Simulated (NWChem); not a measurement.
System: Sb anion, triplet

Input file for NWChem:

```
start job
memory heap 200 mb stack 900 mb global 1100 mb
charge -1
geometry units angstroms noautoz
  Sb     0.000000     0.000000     0.000000
end
basis spherical
  * library def2-tzvp
end
ecp
  Sb library def2-ecp
end
dft
  odft
  mult 3
  xc pbe0
  iterations 150
  mulliken
end
task dft energy
```

The open p shell is one determinant without spherical averaging. Sets without diffuse functions describe the anion's extra electron poorly. No stability test was run on the SCF state. The highest occupied level is positive, so the extra electron may be held by the finite basis. def2 effective core potentials on Sb; no spin-orbit coupling.

Problem. Predict the main results of this run. (PBE0/def2-TZVP with def2 effective core potentials on Sb, spin-unrestricted.) Quantities: basis functions; energy (Ha); highest occupied level (eV); lowest empty minus highest occupied level, either spin (eV); <S²>.

Solution. 
- number of basis functions = 50
- energy (Ha) = -240.25
- highest occupied level (eV) = 1.08
- lowest empty minus highest occupied level, either spin (eV) = 1.87
- <S²> = 2.00
